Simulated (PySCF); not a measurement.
Si, triplet; BLYP-D3BJM/pcseg-1 (PySCF).

Input for PySCF:
```python
from pyscf import gto, scf, dft

mol = gto.Mole()
mol.atom = '''
    Si    0.000000    0.000000    0.000000
'''
mol.basis = 'pcseg-1'
mol.charge = 0
mol.spin = 2
mol.verbose = 5
mol.build()

mf = dft.UKS(mol)
mf.xc = 'blyp'
mf.disp = 'd3bjm'
mf.kernel()
```

Output, abridged:

```
PySCF version 2.14.0

[INPUT] verbose = 5
[INPUT] max_memory = 4000
[INPUT] num. atoms = 1
[INPUT] num. electrons = 14
[INPUT] charge = 0
[INPUT] spin (= nelec alpha-beta = 2S) = 2
[INPUT] symmetry False subgroup None
[INPUT] Mole.unit = angstrom
[INPUT] Symbol           X                Y                Z      unit          X                Y                Z       unit  Magmom
[...]
[INPUT] ---------------- BASIS SET ----------------
[INPUT] l, kappa, [nprim/nctr], expnt,             c_1 c_2 ...
[INPUT] Si
[...]
                                5545.96           0.00588668    0    0    0
                                1262.31           0.0300904    0    0    0
                                357.07            0.115247    0    0    0
                                115.686           0.318407    0    0    0
                                41.163             0.5    0    0    0
                                15.2701           0.291844    0    0    0
                                34.7095              0 -0.0827476    0    0
                                3.6129               0 0.530946    0    0
                                1.33671              0  0.5    0    0
                                0.21857              0    0    1    0
                                0.0775716            0    0    0    1
[...]
                                72.7046           0.0353002    0    0
                                22.9262           0.14612    0    0
                                8.29551           0.362053    0    0
                                3.11573            0.5    0    0
                                1.14622           0.289049    0    0
                                0.52798              0 0.201725    0
                                0.190994             0  0.5    0
                                0.0633721            0    0    1
[...]
nuclear repulsion = 0
number of shells = 3
number of NR pGTOs = 44
number of NR cGTOs = 18
basis = pcseg-1
ecp = {}

******** <class 'pyscf.dft.uks.UKS'> ********
method = UKS
initial guess = minao
damping factor = 0
level_shift factor = 0
DIIS = <class 'pyscf.scf.diis.CDIIS'>
diis_start_cycle = 1
diis_space = 8
diis_damp = 0
SCF conv_tol = 1e-09
SCF conv_tol_grad = None
SCF max_cycles = 50
direct_scf = True
direct_scf_tol = 1e-13
number electrons alpha = 8  beta = 6
XC library pyscf.dft.libxc version 7.1.2
    S. Lehtola, C. Steigemann, M. J. T. Oliveira, and M. A. L. Marques,  SoftwareX 7, 1–5 (2018)
XC functionals = blyp
    A. D. Becke,  Phys. Rev. A 38, 3098 (1988)
    C. Lee, W. Yang, and R. G. Parr,  Phys. Rev. B 37, 785 (1988)
    B. Miehlich, A. Savin, H. Stoll, and H. Preuss,  Chem. Phys. Lett. 157, 200 (1989)
radial grids:
    Treutler-Ahlrichs [JCP 102, 346 (1995); DOI:10.1063/1.469408] (M4) radial grids

becke partition: Becke, JCP 88, 2547 (1988); DOI:10.1063/1.454033
pruning grids: <function nwchem_prune>
grids dens level: 3
symmetrized grids: False
atomic radii adjust function: <function treutler_atomic_radii_adjust>
small_rho_cutoff = 0
Set gradient conv threshold to 3.16228e-05
atom Si rad-grids = 80, ang-grids = [ 50  50  50  50  50  50  50  50  50  50  50  50  50  50  50  50  50  50
  50  50  50  50  50  86  86  86  86  86  86  86  86  86  86  86  86  86
 350 350 350 350 350 350 350 350 434 434 434 434 434 434 434 434 434 434
 434 434 434 434 434 434 434 434 350 350 350 350 350 350 350 350 350 350
 350 350 350 350 350 350 350 350]
tot_boxes 729, boxes in each direction [7 7 7]
Padding 4 grids
tot grids = 19184
nelec by numeric integration = [6.99879594 6.99879594]
E1 = -401.39406246459566  E2 = 112.07255466583432  Ecoul = 132.91732922336902  Exc = -20.844774557534706
Calc dispersion correction with DFTD3.
Parameters: xc=blyp, version=d3bjm, atm=False
init E= -289.321507798761
cond(S) = 15.282250881361966

  alpha mo_energy =
[-65.3886993   -5.01710083  -3.43554603  -3.43554603  -3.43554603
  -0.36004054  -0.12304571  -0.12304571  -0.12304571   0.1605403
[...]
  -0.40019674  -0.15752484  -0.15752482  -0.15170332   0.13946393
   0.15596647   0.15596666   0.15983488   0.5138776    0.5138776
   0.51606026   0.51606026   0.52472207]
  beta  mo_energy =
[-65.48403141  -5.07549561  -3.50511089  -3.49130567  -3.49130567
  -0.35305209  -0.13237837  -0.10241651  -0.1024165    0.16254559
   0.16738378   0.18579184   0.18579184   0.55232512   0.56112018
   0.56112018   0.58909242   0.58909242]
multiplicity <S^2> = 2.0012918  2S+1 = 3.0008611
nelec by numeric integration = [8. 6.]
E1 = -400.6308327452544  E2 = 111.26599970892676  Ecoul = 132.07032455736928  Exc = -20.80432484844252
cycle= 3 E= -289.364833036328  delta_E= -0.00107  |g|= 0.00235  |ddm|= 0.129
  alpha mo_energy =
[-65.49285476  -5.08353121  -3.51052009  -3.50367246  -3.50367245
  -0.40103158  -0.15844176  -0.15844174  -0.15155318   0.13905846
   0.15536617   0.15536635   0.15979204   0.51212571   0.51212571
   0.51550415   0.51550415   0.52474032]
  beta  mo_energy =
[-65.48716216  -5.07787641  -3.5074143   -3.49379241  -3.4937924
  -0.3538336   -0.13356826  -0.1026716   -0.10267159   0.16202641
   0.16657393   0.18542248   0.18542248   0.55079242   0.56004398
   0.56004399   0.58921069   0.58921069]
multiplicity <S^2> = 2.0014817  2S+1 = 3.0009876
nelec by numeric integration = [8. 6.]
E1 = -400.65405178681635  E2 = 111.28921157122753  Ecoul = 132.09564926820482  Exc = -20.8064376969773
cycle= 4 E= -289.364840215589  delta_E= -7.18e-06  |g|= 0.000103  |ddm|= 0.00772
  alpha mo_energy =
[-65.49276548  -5.083434    -3.51044316  -3.50356745  -3.50356745
  -0.40095875  -0.15839525  -0.15839522  -0.15147686   0.13909466
   0.15539952   0.15539969   0.15983942   0.512179     0.512179
   0.51558714   0.51558715   0.52489976]
  beta  mo_energy =
[-65.48706898  -5.07777679  -3.50733585  -3.49368277  -3.49368277
  -0.35378651  -0.13358227  -0.10260774  -0.10260774   0.16205618
   0.16657256   0.18547425   0.18547425   0.55079738   0.56007525
   0.56007526   0.58932625   0.58932625]
multiplicity <S^2> = 2.0014923  2S+1 = 3.0009947
nelec by numeric integration = [8. 6.]
E1 = -400.65330151053035  E2 = 111.28846128158196  Ecoul = 132.0948408530976  Exc = -20.806379571515627
cycle= 5 E= -289.364840228948  delta_E= -1.34e-08  |g|= 7.03e-06  |ddm|= 0.000323
  alpha mo_energy =
[-65.49277702  -5.08344693  -3.51045566  -3.50358029  -3.50358029
  -0.40096628  -0.15840211  -0.15840209  -0.15148286   0.13908917
   0.15539462   0.1553948    0.15983535   0.51217083   0.51217083
   0.51557966   0.51557966   0.52489235]
  beta  mo_energy =
[-65.48708122  -5.07779056  -3.50734884  -3.49369681  -3.4936968
  -0.35379685  -0.13358979  -0.10261497  -0.10261496   0.1620513
   0.1665677    0.18546932   0.18546932   0.5507853    0.56006319
   0.5600632    0.58931389   0.58931389]
multiplicity <S^2> = 2.0014923  2S+1 = 3.0009947
nelec by numeric integration = [8. 6.]
E1 = -400.6533887727166  E2 = 111.28854854369497  Ecoul = 132.09493529204937  Exc = -20.806386748354395
cycle= 6 E= -289.364840229022  delta_E= -7.32e-11  |g|= 7.16e-07  |ddm|= 3.87e-05
  alpha mo_energy =
[-65.49277575  -5.08344549  -3.51045423  -3.50357889  -3.50357889
  -0.40096547  -0.15840151  -0.15840149  -0.1514822    0.13908963
   0.15539505   0.15539523   0.15983583   0.51217171   0.51217171
   0.5155806    0.51558061   0.5248933 ]
  beta  mo_energy =
[-65.48707995  -5.07778915  -3.50734744  -3.49369541  -3.4936954
  -0.35379606  -0.13358918  -0.10261435  -0.10261434   0.16205177
   0.16656814   0.1854698    0.1854698    0.55078612   0.56006404
   0.56006405   0.5893148    0.5893148 ]
multiplicity <S^2> = 2.0014923  2S+1 = 3.0009947
nelec by numeric integration = [8. 6.]
E1 = -400.65337650534445  E2 = 111.28853627632142  Ecoul = 132.0949220046782  Exc = -20.806385728356794
Extra cycle  E= -289.364840229023  delta_E= -1.36e-12  |g|= 5.53e-07  |ddm|= 9.28e-06
converged SCF energy = -289.364840229023  <S^2> = 2.0014923  2S+1 = 3.0009947
```
